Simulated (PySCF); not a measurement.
Species: `COC1=COC(F)=C1`. The columns A, B, C and D hold Mulliken, IAO, Hirshfeld and ESP-fitted charges (e) of one PBE0/pcSseg-1 density (PySCF), in a shuffled order. Coordinates in Å (GFN2-xTB); the density's dipole moment is (-2.15, 1.07, 0.39) D.

```tsv
atom	x	y	z	A	B	C	D
C1	-2.114	0.396	-0.228	-0.205	-0.030	-0.119	-0.037
O2	-1.299	-0.674	-0.656	-0.324	-0.114	-0.287	-0.476
C3	0.034	-0.488	-0.543	+0.154	+0.038	+0.285	+0.108
C4	0.979	-1.408	-0.903	-0.076	-0.039	-0.312	+0.157
O5	2.224	-0.918	-0.665	-0.233	-0.069	-0.130	-0.360
C6	2.050	0.298	-0.161	+0.456	+0.145	+0.414	+0.547
F7	3.144	0.979	0.153	-0.236	-0.069	-0.163	-0.242
C8	0.743	0.648	-0.049	-0.328	-0.127	-0.443	-0.279
H9	-1.961	0.614	0.833	+0.136	+0.045	+0.099	+0.112
H10	-3.140	0.072	-0.388	+0.168	+0.058	+0.125	+0.136
H11	-1.922	1.301	-0.814	+0.136	+0.045	+0.100	+0.112
H12	0.901	-2.391	-1.316	+0.179	+0.061	+0.226	+0.114
H13	0.357	1.571	0.326	+0.175	+0.056	+0.205	+0.108
```

**Question.** Which column most likely holds the ESP-fitted charges?

**Answer.** C. Σ q r misses the density's dipole by 0.03 D (C), 0.31 D (D), 0.82 D (A), 1.06 D (B). Charges fitted to the outside potential are the only set here that is tied to the molecule's multipoles.

**Question.** And the Hirshfeld charges?

**Answer.** B. The mean sizes are 0.069 e (B), 0.214 e (D), 0.216 e (A), 0.224 e (C), and Hirshfeld charges are commonly the smallest of these schemes.

As computed, A = IAO, B = Hirshfeld, C = ESP-fitted, D = Mulliken. Hydrogens on carbon: IAO +0.14 to +0.18, Hirshfeld +0.04 to +0.06, ESP-fitted +0.10 to +0.23, Mulliken +0.11 to +0.14 e.

The IAO scheme projects the occupied orbitals on a minimal set of polarised atomic orbitals and counts the electrons in each atom's part of it. The Mulliken scheme gives each basis function's population to the atom it is centred on and halves the overlap population of two atoms between them.

Geometry: GFN2-xTB, one conformer, isolated molecule.

Shape of the structure used: `[CH3:1][O:2][c:3]1[cH:4][o:5][c:6]([F:7])[cH:8]1`: C1–O2–C3–C4 180°.
